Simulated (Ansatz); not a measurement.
Geometry optimisation, Ansatz, RKS LDA/def2-SVP.

The input (input.yaml):

```yaml
crystal:
  periodic: [false, false, false]
  atoms:
    - { symbol: B, position_ang: [-1.351, 0.1288, 0.3338] }
    - { symbol: S, position_ang: [-1.0356, -1.6925, 1.533] }
    - { symbol: H, position_ang: [-1.6713, 1.0003, 1.0332] }
    - { symbol: H, position_ang: [-1.8796, -0.1695, -0.6568] }
    - { symbol: H, position_ang: [0.365, -0.8839, 0.7634] }
    - { symbol: O, position_ang: [0.3755, 0.1902, 0.079] }
    - { symbol: Si, position_ang: [1.314, 0.5504, -1.2044] }
    - { symbol: H, position_ang: [-0.8549, -1.0391, 2.6773] }
    - { symbol: H, position_ang: [0.6093, 0.2966, -2.4581] }
    - { symbol: H, position_ang: [1.6695, 1.9613, -1.0667] }
    - { symbol: H, position_ang: [2.4591, -0.3427, -1.0337] }
basis:
  gaussian: { orbitals: def2-SVP }
hamiltonian:
  xc: lda
relax:
  f_tol: 0.15
  max_steps: 25
  restrain:
    - { distance: [0, 5], at: 1.5, k: 30.0 }
    - { distance: [4, 1], at: 1.36, k: 30.0 }
    - { distance: [0, 1], at: 3.19, k: 30.0 }
    - { distance: [4, 5], at: 2.27, k: 30.0 }
```

Launched with:

```bash
$ ansatz run input.yaml --threads 2 --pin off --max-ram 3072MiB --backend cpu --events-out ev --progress --plain --runs-dir out
```

Q: Where does it end, and by what steps?

A: The forces met the threshold. The restraints hold the end off the free minimum. After 9 steps the energy has fallen by 0.753 eV (the restraints' own energy left out); S2 moved furthest, 0.69 Å. Parted: B1–S2. Joined: S2–H5.

| step | energy less start (eV) | largest force component (eV/Å) | accepted |
| --- | --- | --- | --- |
| 0 | 0.0000 | 3.150 | yes |
| 1 | 0.2737 | 4.323 | yes |
| 2 | -0.1069 | 4.510 | yes |
| 3 | -0.4663 | 2.969 | yes |
| 4 | -0.6216 | 2.583 | yes |
| 5 | -0.7220 | 2.270 | yes |
| 6 | -0.7353 | 2.273 | yes |
| 7 | -0.7449 | 2.290 | yes |
| 8 | -0.7399 | 2.244 | no |
| 9 | -0.7527 | 2.262 | yes |

```xyz
11
Properties=species:S:1:pos:R:3
B -1.243 0.558 0.087
S -0.507 -2.119 1.649
H -1.831 0.854 1.116
H -1.783 0.141 -0.926
H 0.337 -1.120 1.259
O 0.159 0.809 0.071
Si 1.231 0.598 -1.211
H -1.015 -1.340 2.655
H 0.491 0.153 -2.445
H 1.925 1.908 -1.461
H 2.235 -0.442 -0.793
```

Whether the end is a true minimum wasn't checked by a vibrational analysis.

Time of the run: 11 s on 2 threads of Arm Neoverse V2 (shared host), peak memory 0.15 GiB.
